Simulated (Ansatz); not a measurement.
Isomers of Ga2N2 (singlet), relaxed with PBE-D4/def2-SVP; total energies from Ansatz at CAM-B3LYP-D4/def2-TZVP.

```json
{"isomer": "A", "description": "point group D2h; 4 × Ga–N 2.18 Å; 1 × N–N 1.25 Å", "energy (Eh)": "-3959.42310"}
{"isomer": "B", "description": "point group Cs; 1 × N–N 1.17 Å; 1 × Ga–N 2.18 Å", "energy (Eh)": "-3959.42026"}
```

The isomers come from a short search, and lower ones may exist.

Problem. Work out the relative energies (1 Eh = 2625.5 kJ/mol) and the Boltzmann populations at 500 K from electronic energies alone (R = 8.314 J/mol/K).

Solution. ΔE: A 0.0, B 7.5 kJ/mol. RT = 4.16 kJ/mol. Factors exp(−ΔE/RT): A 1, B 0.165; sum 1.165. Populations: A 85.8 %, B 14.2 %. Zero-point energy, vibrational entropy and symmetry numbers are left out and can shift these; an error of 4 kJ/mol changes a ratio by a factor of 2.6. Over the other density-functional and correlated levels in def2 sets, the gap between A and B ranges from -11 to 4 kJ/mol.
